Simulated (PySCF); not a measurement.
Vertical excitations of a molecule C4H11In from TDA-ωB97X/def2-SVPD in PySCF, as energy in eV (oscillator strength): 4.72 (0.000), 5.07 (0.000), 6.24 (0.171), 6.58 (0.206), 7.42 (0.023), 7.60 (0.010), 7.90 (0.001), 7.93 (0.013), 8.20 (0.199), 8.34 (0.000). Lowest triplet (TDA): 4.49 eV. Geometry optimised at PBE0-D3(BJ)/def2-SVP. The def2 effective core potentials stand for the cores of In; spin–orbit coupling is left out. Other conformers were not sampled.

Task: Pick the molecule that these values belong to.
(A) C[CH2][In]([CH3])[CH3]
(B) C[C](C)(C)[InH2]
(C) CCC[CH2][InH2]
(D) C[CH2][InH][CH2]C

Result: A, C[CH2][In]([CH3])[CH3]
